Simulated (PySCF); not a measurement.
## Electric field gradients and quadrupole coupling constants

[CuMe2]-, C₂H₆Cu (charge -1 and singlet state).
Structure used (PBE0-D3(BJ)/def2-SVP), in Å, numbered top down from 1:
```xyz
9
C2H6Cu angstrom
Cu     0.0000    0.0001    0.0000
C     -0.0042   -0.0140    1.9602
H     -0.4383    0.9072    2.4059
H      1.0119   -0.1042    2.4019
H     -0.5890   -0.8545    2.3929
C      0.0042    0.0140   -1.9603
H     -1.0157    0.0177   -2.4023
H      0.5149   -0.8673   -2.4053
H      0.5160    0.9009   -2.3930
```

Field gradients from the PBE0/pcSseg-1 (pcSseg-2 on Cu) density (PySCF, non-relativistic), principal values in atomic units, ordered |Vxx| ≤ |Vyy| ≤ |Vzz|:

```
atom     Vxx     Vyy      Vzz
 Cu1  0.8010  0.8011  -1.6021
```

Task: Find the asymmetry η = (Vxx − Vyy)/Vzz and the couplings χ = eQV/h (234.96 MHz × Q in barn × V in au), with Q(63Cu) = −0.22 b.

Result: 
| atom | environment | nucleus | η | χzz (MHz) | χxx (MHz) | χyy (MHz) |
| --- | --- | --- | --- | --- | --- | --- |
| Cu1 | copper bonded to 2 C | 63Cu | 0.00 | 82.81 | -41.41 | -41.41 |

The gradient is axial or nearly so (η below 0.05) at Cu1. 

Task: What is Vzz at Cu1 in SI units (1 au = 9.71736 × 10²¹ V/m²)?

Result: -1.6021 au = -15.568 × 10²¹ V/m².

Task: And the gradient at the other heavy atoms, for which no coupling is worked out here?

Result: 
```tsv
atom	environment	Vzz (au)	η
C2	carbon bonded to Cu and 3 H	-0.274	0.00
C6	carbon bonded to Cu and 3 H	-0.274	0.00
```

Geometry: PBE0-D3(BJ)/def2-SVP; no solvent, vibrations or thermal averaging. The pcSseg-1 basis has no diffuse functions, a weakness for an anion. The basis is small and wasn't made for field gradients, so the couplings can be 20 % off. Field gradients at transition-metal nuclei can change strongly with the functional.

These values come from a run that also computed NMR shieldings. On one thread of an x86-64 server, no GPU, on a shared host, this took 8.6 s wall.
